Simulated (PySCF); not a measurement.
# Polarisability and C₆ of Rh (rhodium, neutral)

[Kr] 4d8 5s1, high-spin 4F determinant. All numbers are calculated (PySCF 2.14, a scalar-relativistic core potential, in def2-QZVPPD with the def2 core potential (28 electrons) (7s5p4d4f2g, 88 functions)). Coupled (time-dependent) response in atomic units; α is the mean over directions.

```json
{"method": "UHF", "mean α (bohr³)": "88.73", "C₆ (like pair)": "803.6", "S(−4)": "7035"}
{"method": "PBE", "mean α (bohr³)": "53.12", "C₆ (like pair)": "469.4", "S(−4)": "1785"}
{"method": "PBE0", "mean α (bohr³)": "57.66", "C₆ (like pair)": "506.7", "S(−4)": "2271"}
{"method": "MN15", "mean α (bohr³)": "57.28", "C₆ (like pair)": "516.7", "S(−4)": "2095"}
```

S(−4) is the Cauchy moment in α(ω) = α(0) + S(−4) ω² + …

Reference α: 66 ± 10 bohr³ (recommended; Schwerdtfeger and Nagle, table of static dipole polarizabilities (2023 update)). Published C₆: 708.0 (Gould and Bucko (2016)).

Spin-orbit coupling is absent.

Hartree-Fock lies above the reference because it lacks correlation, which contracts the outer shell.

α(iu) at MN15:

| u (hartree) | α(iu) (bohr³) |
| --- | --- |
| 0 | 57.28 |
| 0.0500 | 52.61 |
| 0.100 | 43.08 |
| 0.200 | 27.60 |
| 0.300 | 19.26 |
| 0.500 | 11.64 |
| 0.750 | 7.586 |
| 1.00 | 5.484 |
| 1.50 | 3.327 |
| 2.00 | 2.245 |
| 3.00 | 1.213 |
| 5.00 | 0.5098 |

A single London oscillator, α(iu) = α/(1 + u²/ω²), gives C₆ = (3/4) ω α². Matching the computed C₆ needs ω = 4 × 516.7 / (3 × 57.28²) = 0.210 hartree.

Energies and moments cover only the electrons outside the core potential.
